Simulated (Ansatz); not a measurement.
Reaction (ligand exchange at the Sn–O bond): `C[O][SnH2][OH]` + HBr → `C[O][SnH2][Br]` + H₂O

Computed with Ansatz on PBE0-D4/def2-TZVP structures; ΔE is electronic, products minus reactants. CBS: MP2 limit from def2 TZ/QZ plus the TZ coupled-cluster correction, frozen cores. This one scheme is used for every species. DFT in def2-TZVPP. Elements past krypton have def2 core potentials. For Br, Sn outer-core shells are correlated without core-valence functions, which leaves a few kJ/mol of doubt a bond. Scalar relativity is left out up to krypton. One conformer a species, not always the lowest.

```
         level  ΔE (kcal/mol)
           PBE          -21.4
          PBE0          -22.8
 HF/def2-TZVPP          -23.0
CCSD/CBS(def2)          -22.8
```

Q: What does CCSD(T)/CBS give? (Best estimate.)

A: The calculation gave: -22.7 kcal/mol. The listed levels differ from it by 1.3, -0.1, -0.3, -0.1 kcal/mol.

Largest T1 diagnostic among the species: 0.014.

From PBE to PBE0 (25 % exact exchange), in def2-TZVPP and without D4, ΔE moves by −1.3 kcal/mol. The D4 term adds −0.9 kcal/mol with B3LYP and −0.5 kcal/mol with PBE0; it sums over pairs of atoms, weighted by their polarisabilities, and B3LYP, whose exchange is more repulsive, gets the larger term.

B3LYP here is the variant with VWN-RPA as its local correlation; programs differ in this.
